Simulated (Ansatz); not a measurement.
# AsH3 (arsine): a line through the functionals

AsH3: 4 atoms, total charge 0, spin state singlet. SMILES: `[AsH3]`. The coordinates come from a PBE0-D4/def2-TZVP relaxation.

The HOMO–LUMO gap y, in eV, basis cc-pVTZ; a is the functional's share of exact exchange. Programs: Ansatz 0.2.0.

```
functional  program     a  y (eV)
    revPBE   Ansatz     0    6.46
       PBE   Ansatz     0    6.44
     B3LYP   Ansatz   0.2    7.96
      PBE0   Ansatz  0.25    8.40
   r2SCAN0   Ansatz  0.25       ?
     BHLYP   Ansatz   0.5   10.25
```

Question: Fit y = c + s·a to the known rows and predict r2SCAN0.

Answer: 
1. Means of the 5 rows: a = 0.1900, y = 7.902.
2. Σ(Δa)² = 0.172, Σ(Δa·Δy) = 1.3101, so the slope is 1.3101/0.172 = 7.6169.
3. Intercept: 7.902 − (7.6169) × 0.1900 = 6.455. The largest residual of the fit is 0.041.
4. r2SCAN0: 6.455 + (7.6169) × 0.25 = 8.36 eV.

The run gave 8.79 eV, so the prediction is off by -0.43 eV, more than the scatter of the fit. Exact exchange lowers occupied levels and raises empty ones. The rows mix families of semi-local functionals, which the line can't see.
